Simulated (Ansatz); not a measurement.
CH$_{8}$OSSi$_{2}$ (`CO[SiH2]S[SiH3]`), relaxed with RKS PBE0-D4/def2-TZVP in Ansatz from a GFN2-xTB geometry. The force threshold is 0.005 eV/Å; the program also tests the step.

The species carries charge 0 and has multiplicity 1.

Start:

```xyz
13

C    -1.969    0.010   -0.573
O    -0.665   -0.014   -0.077
Si   -0.219   -0.186    1.474
S     1.900   -0.125    1.331
Si    2.229    0.162   -0.780
H    -2.484   -0.928   -0.351
H    -1.915    0.145   -1.653
H    -2.537    0.832   -0.131
H    -0.640   -1.472    2.018
H    -0.692    0.922    2.295
H     3.681    0.211   -0.843
H     1.622    1.418   -1.197
H     1.689   -0.975   -1.512
```

| step | energy (eV) | largest force (eV/Å) | largest move (Å) |
| --- | --- | --- | --- |
| 1 | -29795.4810 | 0.859 | 0.000 |
| 2 | -29795.5535 | 0.406 | 0.117 |
| 3 | -29795.5796 | 0.126 | 0.042 |
| 4 | -29795.5804 | 0.097 | 0.005 |
| 5 | -29795.5812 | 0.035 | 0.009 |
| 6 | -29795.5825 | 0.028 | 0.050 |
| 7 | -29795.5833 | 0.060 | 0.076 |
| 8 | -29795.5841 | 0.056 | 0.028 |
| 9 (rejected) | -29795.5776 | 0.474 | 0.197 |
| 10 | -29795.5890 | 0.092 | 0.098 |
| 11 | -29795.5952 | 0.116 | 0.098 |
| 12 (rejected) | -29795.5950 | 0.286 | 0.146 |
| 13 | -29795.6016 | 0.121 | 0.073 |
| 14 | -29795.6072 | 0.089 | 0.073 |
| 15 | -29795.6124 | 0.205 | 0.110 |
| 16 (rejected) | -29795.6122 | 0.319 | 0.102 |
| 17 | -29795.6189 | 0.088 | 0.051 |
| 18 | -29795.6238 | 0.037 | 0.084 |
| 19 (rejected) | -29795.6234 | 0.136 | 0.124 |
| 20 | -29795.6257 | 0.017 | 0.046 |
| 21 | -29795.6261 | 0.064 | 0.062 |
| 22 | -29795.6264 | 0.034 | 0.019 |
| 23 | -29795.6268 | 0.012 | 0.032 |
| 24 | -29795.6269 | 0.018 | 0.030 |
| 25 | -29795.6270 | 0.020 | 0.017 |
| 26 | -29795.6270 | 0.014 | 0.008 |
| 27 | -29795.6270 | 0.006 | 0.008 |
| 28 | -29795.6270 | 0.004 | 0.006 |
| 29 | -29795.6270 | 0.003 | 0.005 |

End:

```xyz
13

C    -2.073   -0.096   -0.554
O    -0.844   -0.648   -0.134
Si   -0.150   -0.318    1.315
S     1.906   -0.814    1.181
Si    2.277    0.248   -0.643
H    -2.916   -0.609   -0.081
H    -2.151   -0.223   -1.635
H    -2.136    0.973   -0.322
H    -0.713   -1.137    2.418
H    -0.350    1.128    1.608
H     3.727    0.561   -0.660
H     1.488    1.507   -0.664
H     1.935   -0.572   -1.829
```

It took 72 s on 2 threads of an AMD EPYC 7R13 on a shared host and a share of an NVIDIA H100 80 GB, with 0.88 GiB of host memory at the peak.
